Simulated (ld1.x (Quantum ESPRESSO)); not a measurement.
## Before and after: PAW potential for N (Z = 7)

- Element: nitrogen
- Generator: ld1.x (Quantum ESPRESSO) 7.5
- Type: PAW
- Functional: PBEsol
- Relativity: scalar-relativistic
- Frozen core: [He]
- Valence charge: 5
- Reference configuration: 2s1.5 2p3.5
- Partial waves: 2s (bound): rcut 1.00, rcutus 1.15 bohr; 2s channel at -0.45 Ry: rcut 1.00, rcutus 1.15 bohr; 2p (bound): rcut 1.45, rcutus 2.00 bohr; 2p channel at -0.2 Ry: rcut 1.45, rcutus 2.00 bohr
- Local potential: all-electron potential smoothed inside 1.95 bohr (lloc = -1)
- Core correction: Bessel-smoothed model core inside 0.90 bohr
- Augmentation charge: PSQ, inside the norm-conserving radii

Change: type RRKJ; waves now 2s (bound): rc 1.15 bohr; 2p (bound): rc 2.00 bohr; local potential all-electron potential smoothed inside 1.65 bohr (lloc = -1).

Cutoffs: the cutoffs (Ry, on a coarse ladder) from which the occupation-weighted sum of valence levels, in a spherical-Bessel basis at the reference potential, stays within 10 and 1 mRy of its value at 400 Ry; they do not see the model core or the augmentation charge, which bear on the density cutoff. Errors are all-electron minus pseudo energies relative to the spin-unpolarised reference configuration.

Q: How do hardness, ghosts and transferability respond?

A: The potential gets harder (18 Ry and 30 Ry → 55 Ry and 80 Ry); of the 7 tests that both files solve, the error grows in 7 and shrinks in 0 by more than 15 % and 0.3 meV (median size 0.3 → 28.5 meV); the range in which the s phases agree narrows (upper end at the end of the scan → 1.8); the range in which the p phases agree narrows (upper end at the end of the scan → 1.5); neither file shows a bound ghost. Several settings change at once here, so the effects cannot be laid on one of them.

| quantity | base | changed |
| --- | --- | --- |
| cutoff, loose | 18 Ry | 55 Ry |
| cutoff, tight | 30 Ry | 80 Ry |
| loose cutoff by channel (10 mRy a level) | s 12 Ry, p 15 Ry | s 55 Ry, p 25 Ry |
| bound ghosts | none | none |
| error for 2s2 2p3, meV [ΔE -5.71 eV] | -0.1 | -2.5 |
| error for 2s2 2p2, meV [ΔE 7.81 eV] | -1.3 | +109 |
| error for 2s2 2p1, meV [ΔE 36.54 eV] | -8.0 | +643 |
| error for 2s2 2p0, meV [ΔE 83.43 eV] | -0.5 | +2270 |
| error for 2s1 2p4, meV [ΔE 5.72 eV] | -0.1 | -2.2 |
| error for 2s2 2p3.3, meV [ΔE -7.32 eV] | 0.0 | -11 |
| error for 2s2 2p2.5, meV [ΔE -0.65 eV] | -0.3 | +29 |
| s: phases at 2.19 bohr within 0.05 rad from the reference energy up to (Ry; the scan ends near 5) | to the end of the scan | 1.8 |
| p: phases at 2.19 bohr within 0.05 rad from the reference energy up to (Ry; the scan ends near 5) | to the end of the scan | 1.5 |
